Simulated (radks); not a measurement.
Isoelectronic series with 19 electrons, all held in the configuration [Ar] 4s1, which need not be the ground one along the series. Method: scalar-relativistic Kohn-Sham, LDA (Slater exchange, Perdew-Wang correlation), spin-polarised, spherical densities, point nucleus; open shells are filled with parallel spins first (spin-orbit coupling, left out, can overturn this in heavy ions); computed with a radial shooting solver on a logarithmic mesh with Libxc functionals. Total energies (hartree) and mean radii <r> (bohr) (* marks an orbital that is empty in some or all of the ions):

| ion | E (hartree) | 4s down* | 4s up | 3p down |
|---|---|---|---|---|
| K | -600.56402 | 5.026 | 4.822 | 1.435 |
| Ti3+ | -849.58103 | 2.523 | 2.513 | 1.033 |
| Mn6+ | -1144.61130 | 1.829 | 1.828 | 0.8156 |
| Ni9+ | -1485.91998 | 1.456 | 1.456 | 0.6763 |
| Ga12+ | -1873.91714 | 1.215 | 1.216 | 0.5784 |
| Se15+ | -2309.10552 | 1.044 | 1.045 | 0.5055 |
| Rb18+ | -2792.06937 | 0.9164 | 0.9173 | 0.4490 |
| Zr21+ | -3323.47289 | 0.8165 | 0.8173 | 0.4038 |
| Tc24+ | -3904.06266 | 0.7361 | 0.7369 | 0.3668 |
| Pd27+ | -4534.67196 | 0.6699 | 0.6706 | 0.3358 |
| In30+ | -5216.22675 | 0.6143 | 0.6149 | 0.3096 |
| Te33+ | -5949.75299 | 0.5669 | 0.5675 | 0.2871 |
| Cs36+ | -6736.3855 | 0.5260 | 0.5265 | 0.2675 |
| Ce39+ | -7577.3783 | 0.4902 | 0.4907 | 0.2504 |
| Pm42+ | -8474.1172 | 0.4587 | 0.4591 | 0.2351 |
| Gd45+ | -9428.1342 | 0.4307 | 0.4311 | 0.2216 |
